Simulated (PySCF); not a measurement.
Computed IR spectrum (relative IR intensity) of a molecule C3H7NSi. Geometry: PBE-D3(BJ)/def2-SVP. Other conformers were not sampled. These are PBE-D3(BJ)/def2-SVP run with PySCF values and carry that method's errors. Frequencies are harmonic and unscaled.

Lines under 2 % of the strongest are left out, and lines within 2 cm⁻¹ are merged.

ν (cm⁻¹): 411 (w), 521 (w), 626 (w), 649 (m), 678 (m), 849 (w), 871 (s), 906 (s), 922 (m), 932 (m), 948 (vs), 954 (w), 1018 (m), 1053 (m), 1171 (vw), 1198 (m), 1320 (s), 1398 (w), 1561 (m), 2106 (vs), 2171 (s), 2181 (s), 2972 (m), 3035 (w), 3127 (w) (against the strongest line: vs over 80 %, s over 45 %, m over 15 %, w over 4 %, vw less)

**Question.** Identify the compound among the candidates.
A. NCC#C[SiH3]
B. C[SiH2]CC#N
C. [SiH3]N1C=CC1
D. N#CCC[SiH3]

**Answer.** C, [SiH3]N1C=CC1
